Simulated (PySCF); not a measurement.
PySCF 2.14 output of an unrestricted M06-L calculation on a single atom or ion in x2c-TZVPPall (6s5p4d1f, 48 functions), with the spin-free X2C one-electron Hamiltonian (Gaussian nucleus):

```
SCF conv_tol = 1e-09
number electrons alpha = 18  beta = 17
    Y. Zhao and D. G. Truhlar.,  J. Chem. Phys. 125, 194101 (2006)
    Y. Zhao and D. G. Truhlar.,  J. Chem. Phys. 125, 194101 (2006)
    Y. Zhao and D. G. Truhlar.,  Theor. Chem. Acc. 120, 215 (2008)
cycle= 1 E= -2605.63729624172  delta_E= -0.00645  |g|= 0.0311  |ddm|= 0.14
cycle= 2 E= -2605.63757918969  delta_E= -0.000283  |g|= 0.0114  |ddm|= 0.0527
cycle= 3 E= -2605.63763436473  delta_E= -5.52e-05  |g|= 0.00316  |ddm|= 0.0149
cycle= 4 E= -2605.63763668203  delta_E= -2.32e-06  |g|= 0.000968  |ddm|= 0.00304
cycle= 5 E= -2605.63763695398  delta_E= -2.72e-07  |g|= 1.63e-05  |ddm|= 0.000942
cycle= 6 E= -2605.63763695411  delta_E= -1.26e-10  |g|= 3.19e-06  |ddm|= 3.96e-05
converged SCF energy = -2605.63763695411  <S^2> = 0.75762579  2S+1 = 2.0076113
```

The run itself started from symmetry-adapted Hartree-Fock orbitals and held the occupation by maximum overlap, on a logarithmic radial grid, so the iterations belong to that start.

Task: Which element, charge and spin multiplicity is this?

Result: Br (bromine, neutral), multiplicity 2; the state was [Ar] 3d10 4s1 4p6, 2S determinant (an excited configuration).
